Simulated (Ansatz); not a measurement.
CH8FNO2Si2 (`CN([SiH2]O)[SiH](O)F`) from Hartree–Fock to CCSD(T)

Z-matrix (Å, degrees):
```
C
N 1 1.465
H 1 1.090 2 110.9
H 1 1.095 2 110.7 3 118.7
H 1 1.095 2 111.9 3 -120.9
Si 2 1.737 1 115.5 3 -167.0
Si 2 1.702 1 122.1 3 18.2
O 6 1.637 2 109.7 1 -170.1
H 6 1.490 2 108.2 1 66.7
H 6 1.484 2 110.5 1 -52.2
O 7 1.644 2 110.7 1 -145.4
F 7 1.597 2 107.1 1 -25.5
H 7 1.472 2 116.5 1 94.8
H 8 0.963 6 116.8 2 -42.0
H 11 0.960 7 116.9 2 71.2
```

The species carries charge 0 and has multiplicity 1. Geometry: relaxed with PBE0-D4/def2-TZVP. It is one conformer, not always the lowest. Frozen core, restricted reference, Ansatz 0.2.0. CBS rows extrapolate triple and quadruple zeta; past MP2 they add the triple-zeta difference.

```tsv
basis	HF (Eh)	MP2 corr.	CCSD corr.	(T)	CCSD(T) total
def2-TZVPP	-924.41934	?	-1.39703	-0.04927	?
def2-QZVPP	-924.45541	-1.46429	–	–	–
CBS(def2)	?	?	?	as TZ	?
```

(1) Fill in the withheld values. (Best estimate.)

Results:

(1) The calculation gave: def2-TZVPP MP2 corr.: -1.35510; def2-TZVPP CCSD(T) total: -925.86564; CBS(def2) HF (Eh): -924.46038; CBS(def2) MP2 corr.: -1.54518; CBS(def2) CCSD corr.: -1.58711; CBS(def2) CCSD(T) total: -926.09676.
